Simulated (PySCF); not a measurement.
Compound: C7H11O2P.
Numbering: `[CH3:1][CH2:2][P@@:3]([CH3:4])(=[O:5])[c:6]1[cH:7][cH:8][cH:9][o:10]1`

Structure used (GFN2-xTB), in Å, numbered top down from 1:
```
atom  x, y, z in Å
C1    -2.8972   -0.9202   -0.1439
C2    -1.4109   -0.9394   -0.4636
P3    -0.5135    0.1971    0.6784
C4    -0.9313    1.9050    0.1586
O5    -0.7466   -0.0682    2.1016
C6     1.2180    0.0014    0.2081
C7     2.2960   -0.3478    0.9728
C8     3.4080   -0.3540    0.1014
C9     2.9235   -0.0100   -1.1238
O10    1.6021    0.2070   -1.0724
H11   -3.3430    0.0334   -0.4201
H12   -3.4202   -1.7108   -0.6787
H13   -3.0386   -1.0683    0.9253
H14   -0.9977   -1.9358   -0.2811
H15   -1.2141   -0.6659   -1.5004
H16   -1.9885    2.0759    0.3499
H17   -0.7043    2.0743   -0.8893
H18   -0.3524    2.5850    0.7812
H19    2.2743   -0.5691    2.0200
H20    4.4242   -0.5803    0.3514
H21    3.4033    0.1076   -2.0760
```

Definitions: NICS(0) = −σiso at the ring centroid; NICS(1) = −σiso and NICS(1)zz = −σzz at ±1 Å along the ring normal z. Level: GIAO PBE0/pcSseg-1 (PySCF, non-relativistic, gas phase) on the GFN2-xTB geometry, one conformer.

Ring bond lengths (Å), with Mayer bond orders in brackets: C6–C7 1.367 (1.57), C7–C8 1.413 (1.27), C8–C9 1.362 (1.59), C9–O10 1.340 (1.10), O10–C6 1.353 (1.00).

Task: What do the NICS probes read (ppm)?

Result: 
```
           ring                                               type  NICS(0)  NICS(1), two faces  NICS(1)zz, two faces  rms pucker (Å)  centre to ring atoms, mean (Å)
C6–C7–C8–C9–O10  5-membered ring with O; formal bonds all aromatic    -11.9       -10.7 / -10.7         -26.8 / -26.9            0.00                            1.16
```

Task: What do they say, and how far can they be read as aromaticity?

Result: 
- C6–C7–C8–C9–O10: mean NICS(1)zz -26.9 ppm, shielded. The ring is flat and has no four-coordinate atom; by the NICS criterion it is aromatic.

Task: What does the geometric index give? HOMA takes Krygowski's 1993 parameters.

Result: 
- C6–C7–C8–C9–O10: HOMA 0.49; the largest term is that of O10–C6, α(R − Ropt)² = 1.21.

Task: What is the mean of the two in-plane components of NICS at the first NICS(1) probe listed for ring C6–C7–C8–C9–O10, 1 Å off the ring?

Result: The isotropic value is a third of the trace: (3 × -10.7 − (-26.8))/2 = -2.6 ppm.

Task: What are the shieldings of the ring atoms and their hydrogens in the same run (means over atoms taken as equivalent)?

Result: 
```
atoms                        environment  σ isotropic (ppm)
   C6        substituted aromatic carbon               28.4
   C7                 aromatic CH carbon               59.3
   C8                 aromatic CH carbon               69.2
   C9  aromatic CH next to a ring oxygen               35.5
  O10                  furan-type oxygen               34.6
  H19                  aromatic hydrogen              24.21
  H20                  aromatic hydrogen              24.97
  H21                  aromatic hydrogen              24.06
```
